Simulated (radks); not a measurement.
Q: All-electron calculation, Dirac Kohn-Sham, LDA (Slater exchange, Perdew-Wang correlation), spin-unpolarised, spherical densities, point nucleus; open shells fill j = l - 1/2 first. Program: a radial shooting solver on a logarithmic mesh with Libxc functionals. Each species is in its NIST ground configuration. Rank F, N, Li, C, B, Be, O, Ne by mean radius of the outermost orbital (bohr), largest first.

A: Li 3.93, Be 2.62, B 2.29, C 1.79, N 1.48, O 1.27, F 1.11, Ne 0.982.
